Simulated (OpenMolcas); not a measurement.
W: input and output

Input:

```
&GATEWAY
Coord
1

W 0.0 0.0 0.0
Basis=ANO-R1
Group=XYZ
NoMove
AngMom=0.0 0.0 0.0
AMFI
&SEWARD
&RASSCF
FileOrb=start.orb
Symmetry=1
Spin=5
nActEl=6 0 0
Inactive=15 19
Ras2=6 0
CIRoot=30 30 1
SDav=35
CIMx=300
Iter=120 100
PrWF=0.3
OrbListing=Nothing
MaxOrb=0
Atom
>>> COPY $Project.JobIph JOB001
&RASSCF
FileOrb=start.orb
Symmetry=1
Spin=7
nActEl=6 0 0
Inactive=15 19
Ras2=6 0
CIRoot=1 1 1
SDav=1
CIMx=300
Iter=120 100
PrWF=0.3
OrbListing=Nothing
MaxOrb=0
Atom
CIOnly
>>> COPY $Project.JobIph JOB002
&RASSCF
FileOrb=start.orb
Symmetry=1
Spin=3
nActEl=6 0 0
Inactive=15 19
Ras2=6 0
CIRoot=189 189 1
SDav=189
CIMx=300
Iter=120 100
PrWF=0.3
OrbListing=Nothing
MaxOrb=0
Atom
CIOnly
>>> COPY $Project.JobIph JOB003
&RASSCF
FileOrb=start.orb
Symmetry=1
Spin=1
nActEl=6 0 0
Inactive=15 19
Ras2=6 0
CIRoot=175 175 1
SDav=175
CIMx=300
Iter=120 100
PrWF=0.3
OrbListing=Nothing
MaxOrb=0
Atom
CIOnly
>>> COPY $Project.JobIph JOB004
&RASSI
NrOfJobIphs=4 23 1 55 30
1 2 3 4 5 6 7 8 9 10 11 12 13 14 15 16 17 18 19 20 21 22 23
1
1 2 3 4 5 6 7 8 9 10 11 12 13 14 15 16 17 18 19 20 21 22 23 24 25 26 27
28 29 30 31 32 33 34 35 36 37 38 39 40 41 42 43 44 45 46 47 48 49 50 51
52 53 54 55
1 2 3 4 5 6 7 8 9 10 11 12 13 14 15 16 17 18 19 20 21 22 23 24 25 26 27
28 29 30
IphNames
JOB001
JOB002
JOB003
JOB004
EJob
SpinOrbit
DIPRint=1.0
SOCoupling=1000.0
Subsets=2
MEES
Property=10
'ANGMOM' 1 'ANGMOM' 2 'ANGMOM' 3 'MLTPL  1' 1 'MLTPL  1' 2 'MLTPL  1' 3
'AMFI' 1 'AMFI' 2 'AMFI' 3 'MLTPL  2' 6
SOProperty=3
'ANGMOM' 1 'ANGMOM' 2 'ANGMOM' 3
```

A driver script runs the steps one by one and writes start.orb anew before each from the orbitals found so far, so a CI-only block uses the converged orbitals of the first block.

Output, cut to the results:

```
--- SEWARD ---
Basis set label: W.ANO-R...7S5P4D2F.

      Electronic valence basis set:
      ------------------
      Associated Effective Charge  74.000000 au
      Associated Actual Charge     74.000000 au
      Nuclear Model: Finite nucleus - Gaussian distribution
        Gaussian exponent, Xi/bohr**(-2):  1.48137E+08

      Shell  nPrim  nBasis  Cartesian Spherical Contaminant
         s      25       7        X
         p      20       5        X
         d      15       4                 X
         f      10       2                 X
                  Relativistic X2C integrals
                  Atomic mean-field integrals
--- RASSCF ---
Wave function specifications:
      -----------------------------

      Number of closed shell electrons          68
      Number of electrons in active shells       6
      Max number of holes in RAS1 space          0
      Max nr of electrons in RAS3 space          0
      Number of inactive orbitals               34
      Number of active orbitals                  6
      Number of secondary orbitals              16
      Spin quantum number                      2.0
      State symmetry                             1
Orbital specifications:
      -----------------------

      Symmetry species                           1   2
                                                ag  au
      Frozen orbitals                            0   0
      Inactive orbitals                         15  19
      Active orbitals                            6   0
      RAS1 orbitals                              0   0
      RAS2 orbitals                              6   0
      RAS3 orbitals                              0   0
      Secondary orbitals                         6  10
      Deleted orbitals                           0   0
      Number of basis functions                 27  29
      Number of CSFs                            35
      Number of root(s) required                30
      Iter CI   SX   CI       RASSCF       Energy    max ROT     max BLB   max BLB  Level Ln srch  Step   QN
          iter iter root      energy       change     param      element    value   shift minimum  type update
 Nr of preliminary CI iterations:   1
      Total energies have been shifted. Add               -16000.00 au
        1   1    4    0  -138.32399644    0.00E+00   1.51E-02   17  21 2  9.06E-03*  0.00   0.00    SX    NO
        2   1    4    0  -138.32420283   -2.06E-04*  1.01E-02   16  28 2 -8.77E-03*  0.00   0.00    SX    NO
        3   1    4    0  -138.32425878   -5.60E-05*  8.99E-03   16  28 2  8.52E-03*  0.00   0.00    SX    NO
        4   1    4    0  -138.32430359   -4.48E-05*  7.80E-03   16  28 2 -7.70E-03*  0.00   0.00    SX    NO
        5   1    4    0  -138.32433547   -3.19E-05*  3.61E-03   16  28 2  6.91E-03*  0.00   0.53    LS   YES
        6   1    3    0  -138.32445904   -1.24E-04*  7.61E-05   16  28 2  1.17E-04*  0.00   1.02    QN   YES
        7   1    3    0  -138.32445908   -4.27E-08* -2.29E-05   17  21 2  1.90E-05   0.00   1.06    QN   YES
        8   1    2    0  -138.32445908   -6.80E-10   3.03E-06   16  28 2 -3.87E-06   0.00   1.00    QN   YES
      Convergence after  8 iterations
        9   1    2    0  -138.32445908   -5.28E-11   3.03E-06   15  22 1  3.29E-07   0.00   1.00    QN   YES
      Natural orbitals and occupation numbers for root  1
      sym 1:   1.000000   1.000000   0.190347   1.000000   0.971874   1.837779
      Natural orbitals and occupation numbers for root  2
      sym 1:   0.182288   1.000000   1.000000   0.987416   1.000000   1.830296
      Natural orbitals and occupation numbers for root  3
      sym 1:   0.981512   0.185324   1.000000   1.000000   1.000000   1.833164
::    RASSCF root number  1 Total energy: -16138.38817439
::    RASSCF root number  2 Total energy: -16138.38817439
::    RASSCF root number  3 Total energy: -16138.38817439
::    RASSCF root number  4 Total energy: -16138.38817439
::    RASSCF root number  5 Total energy: -16138.38817439
::    RASSCF root number  6 Total energy: -16138.33492467
::    RASSCF root number  7 Total energy: -16138.33492467
::    RASSCF root number  8 Total energy: -16138.33492467
::    RASSCF root number  9 Total energy: -16138.33492467
::    RASSCF root number 10 Total energy: -16138.33492467
::    RASSCF root number 11 Total energy: -16138.33492467
::    RASSCF root number 12 Total energy: -16138.33492467
::    RASSCF root number 13 Total energy: -16138.33492467
...
--- RASSI ---
SPIN-FREE ENERGIES:
  (Shifted by EMIN (a.u.) =     -16138.4380666205)

 SF State       Relative EMIN(au)   Rel lowest level(eV)    D:o, cm**(-1)      L_eff

    24             0.0000000000        0.0000000000              0.0000         0.0
     2             0.0498922310        1.3576367685          10950.0790         2.0
     3             0.0498922310        1.3576367685          10950.0790         2.0
     4             0.0498922310        1.3576367685          10950.0790         2.0
     5             0.0498922310        1.3576367685          10950.0790         2.0
     1             0.0498922310        1.3576367685          10950.0790         2.0
     7             0.1031419480        2.8066353844          22637.0410         4.0
     8             0.1031419480        2.8066353844          22637.0410         4.0
     9             0.1031419480        2.8066353844          22637.0410         4.0
    10             0.1031419480        2.8066353844          22637.0410         4.0
    11             0.1031419480        2.8066353844          22637.0410         4.0
    12             0.1031419480        2.8066353844          22637.0410         4.0
    13             0.1031419480        2.8066353844          22637.0410         4.0
    14             0.1031419480        2.8066353844          22637.0410         4.0
     6             0.1031419480        2.8066353844          22637.0410         4.0
    25             0.1071723036        2.9163069480          23521.6018         2.0
    26             0.1071723036        2.9163069480          23521.6018         2.0
    27             0.1071723036        2.9163069480          23521.6018         2.0
    28             0.1071723036        2.9163069480          23521.6018         2.0
    29             0.1071723036        2.9163069480          23521.6018         2.0
    15             0.1096861725        2.9847128060          24073.3323         0.0
...
```

Levels above the lowest, from the spin-orbit matrix, grouped by J:

```json
{"Configuration": "5d5 6s", "Term": "7S", "J": "3", "E (cm-1)": "0.0", "g": "1.992", "Term weight %": "97", "Second": "3 5P"}
{"Configuration": "5d4 6s2", "Term": "5D", "J": "0", "E (cm-1)": "7682", "g": "", "Term weight %": "87", "Second": "12 3P"}
{"Configuration": "5d4 6s2", "Term": "5D", "J": "1", "E (cm-1)": "8693", "g": "1.501", "Term weight %": "94", "Second": "6 3P"}
{"Configuration": "5d4 6s2", "Term": "5D", "J": "2", "E (cm-1)": "9959", "g": "1.498", "Term weight %": "97", "Second": ""}
{"Configuration": "5d4 6s2", "Term": "5D", "J": "3", "E (cm-1)": "11229", "g": "1.491", "Term weight %": "96", "Second": ""}
{"Configuration": "5d4 6s2", "Term": "5D", "J": "4", "E (cm-1)": "12524", "g": "1.484", "Term weight %": "94", "Second": "6 3F"}
{"Configuration": "5d4 6s2", "Term": "3P", "J": "0", "E (cm-1)": "18597", "g": "", "Term weight %": "57", "Second": "31 1S"}
{"Configuration": "5d4 6s2", "Term": "3D", "J": "3", "E (cm-1)": "21370", "g": "1.182", "Term weight %": "40", "Second": "18 5d5 6s 5G"}
{"Configuration": "5d5 6s", "Term": "5G", "J": "2", "E (cm-1)": "21665", "g": "0.933", "Term weight %": "37", "Second": "34 5d4 6s2 3D"}
{"Configuration": "5d4 6s2", "Term": "3H", "J": "4", "E (cm-1)": "21723", "g": "1.020", "Term weight %": "32", "Second": "28 3G"}
{"Configuration": "5d4 6s2", "Term": "3P", "J": "1", "E (cm-1)": "22283", "g": "1.123", "Term weight %": "59", "Second": "38 3D"}
{"Configuration": "5d5 6s", "Term": "5G", "J": "2", "E (cm-1)": "22664", "g": "0.930", "Term weight %": "52", "Second": "14 5d4 6s2 3D"}
{"Configuration": "5d5 6s", "Term": "5G", "J": "3", "E (cm-1)": "23018", "g": "0.917", "Term weight %": "60", "Second": "23 5d4 6s2 3G"}
{"Configuration": "5d5 6s", "Term": "5G", "J": "4", "E (cm-1)": "23144", "g": "1.149", "Term weight %": "94", "Second": ""}
{"Configuration": "5d4 6s2", "Term": "3G", "J": "3", "E (cm-1)": "23155", "g": "1.081", "Term weight %": "35", "Second": "27 3D"}
{"Configuration": "5d5 6s", "Term": "5G", "J": "5", "E (cm-1)": "23327", "g": "1.253", "Term weight %": "91", "Second": "5 5d4 6s2 3H"}
{"Configuration": "5d5 6s", "Term": "5G", "J": "6", "E (cm-1)": "23353", "g": "1.331", "Term weight %": "98", "Second": ""}
{"Configuration": "5d4 6s2", "Term": "3G", "J": "5", "E (cm-1)": "24179", "g": "1.139", "Term weight %": "51", "Second": "40 3H"}
{"Configuration": "5d5 6s", "Term": "5S", "J": "2", "E (cm-1)": "24409", "g": "1.596", "Term weight %": "47", "Second": "29 5d4 6s2 3D"}
{"Configuration": "5d4 6s2", "Term": "3F", "J": "2", "E (cm-1)": "24971", "g": "0.761", "Term weight %": "88", "Second": "4 3D"}
{"Configuration": "5d4 6s2", "Term": "3G", "J": "4", "E (cm-1)": "25295", "g": "0.985", "Term weight %": "52", "Second": "25 3H"}
{"Configuration": "5d5 6s", "Term": "5P", "J": "1", "E (cm-1)": "25309", "g": "1.855", "Term weight %": "54", "Second": "19 5d4 6s2 3D"}
{"Configuration": "5d5 6s", "Term": "5P", "J": "2", "E (cm-1)": "25569", "g": "1.694", "Term weight %": "38", "Second": "23 5S"}
{"Configuration": "5d4 6s2", "Term": "3F", "J": "4", "E (cm-1)": "25699", "g": "1.123", "Term weight %": "48", "Second": "24 3H"}
```

Against the 7 measured excited levels shown (NIST Handbook of Basic Atomic Spectroscopic Data) the mean absolute deviation is 2600 cm-1; the largest miss in energy is 5d5 6s 7S3: computed -7682, measured 2951 cm-1 (-360.3 %). These deviations count from the computed level that pairs with the measured ground level.

Some high roots are left out of the spin-orbit mixing, which shifts the levels that they would mix with. Without dynamic correlation excited terms often stand tens of per cent too high (terms of higher spin than the ground term too low), and those without a measured partner can miss by more than the paired ones. Terms from blocks run as CI alone lack orbitals of their own. The lowest computed level is not the ground level that NIST lists (5D0). Configurations are named by rounded mean occupations; where the s occupation lies near a half they are strongly mixed, a name can repeat and a true partner stay unpaired. A single d shell beside an s shell can misplace configurations of different d count against each other. Computed and measured levels are paired by configuration, term and J; levels that our copy of the source lacks, or whose pairing is in doubt (as where it misses far off the trend of its configuration), stay unpaired and out of the deviations. Only configurations of the active space appear. The first state left out of the spin-orbit step lies near 35000 cm-1 above the lowest spin-free state of the reference (among the parities and spins computed), and the list stops at four fifths of that energy or lower. The table shows the lowest 24 of 29 levels.

The term weight is that of the spin-free term in the level, not the purity of its configuration.
